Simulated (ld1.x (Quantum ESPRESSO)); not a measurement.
Scattering properties, RRKJ potential for boron

ld1.x (Quantum ESPRESSO) 7.5 input, shortened:

```
&input
   title='B', zed=5., rel=0, dft='PZ', iswitch=3,
   config='[He] 2s2 2p1 3d-2'
 /
 &inputp
   pseudotype=2, tm=.false., rho0=0.001, lloc=-1, rcloc=1.20,
   nlcc=.true., new_core_ps=.true., rcore=0.55
 /
3
2S  1  0   2.00   0.00  1.20  1.20  0.0
2P  2  1   1.00   0.00  2.35  2.35  0.0
3D  3  2  -2.00   0.25  2.00  2.00  0.0
 &test
   configts(1)='2s2 2p1'
 /
```

The phase is arctan(r·u′/u) with u = r·R(r), unwrapped; energies in Ry, scanned from -3 to 5 Ry. A pole is an energy at which the radial function vanishes at the test radius. The pseudo phase is shifted by a multiple of π to meet the all-electron one at the reference energy, and phase errors are pseudo minus all-electron; the curves can meet again beyond the range given. Levels narrower than the energy grid can be missing from the lists of poles.

Q: For each channel, where are the poles, and over which energies does the pseudopotential scatter like the atom?

A:

| channel | radius (bohr) | reference energy (Ry) | poles, all-electron | poles, pseudo | unbroken range about the reference energy with phases within 0.05 rad | phase error 1 Ry above the reference energy (rad) |
| --- | --- | --- | --- | --- | --- | --- |
| s | 2.55 | -0.69 | -0.00 | -0.00 | below 2.1 | -0.001 |
| p | 2.55 | -0.27 | 0.40 | 0.41 | below 1.6 | +0.009 |
| d | 2.55 | 0.25 | 3.33 | 3.35 | the whole range | +0.001 |

Phases in the s channel:

```csv
E (Ry),all-electron,pseudo
-3.00,1.304,1.304
-2.52,1.264,1.264
-2.04,1.198,1.198
-1.56,1.055,1.055
-1.08,0.506,0.505
-0.60,-1.114,-1.114
-0.12,-1.526,-1.527
0.36,-1.669,-1.670
0.84,-1.768,-1.771
1.32,-1.877,-1.885
1.80,-2.053,-2.075
2.28,-2.466,-2.552
2.76,-3.465,-3.632
3.24,-4.162,-4.238
3.72,-4.413,-4.455
4.20,-4.530,-4.561
4.68,-4.600,-4.626
```
